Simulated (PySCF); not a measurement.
**Working out the ionisation energy of Zn²⁺**

Zn²⁺ [Ar] 3d10 (1S) → Zn³⁺ [Ar] 3d9 (2D). All numbers are calculated (PySCF 2.14, a scalar-relativistic core potential, in aug-cc-pwCVDZ-PP with ECP10MDF). Frozen: nothing. Energies in hartree (1 hartree = 27.21139 eV):

| part | Zn²⁺ (lower) | Zn³⁺ (upper) |
| --- | --- | --- |
| UHF | -225.045929 | -223.685800 |
| CCSD correlation | -0.715314 | -0.628001 |
| (T) | -0.014126 | -0.009400 |

Q: What does Hartree-Fock give?

A: (-223.685800) − (-225.045929) = 1.360129 hartree = 37.011 eV.

Q: What do CCSD and CCSD(T) give?

A: The CCSD correlation energies differ by 0.087313 hartree = 2.376 eV and the triples by 0.004726 hartree = 0.129 eV, so CCSD gives 39.387 eV and CCSD(T) 39.516 eV.

Reference: 39.723 eV (measured; NIST Atomic Spectra Database, ionization energies), between the lowest levels; spin-orbit coupling is absent from the calculation.

A double-zeta basis recovers only part of the correlation energy.

What remains against the reference includes basis incompleteness and higher excitations.
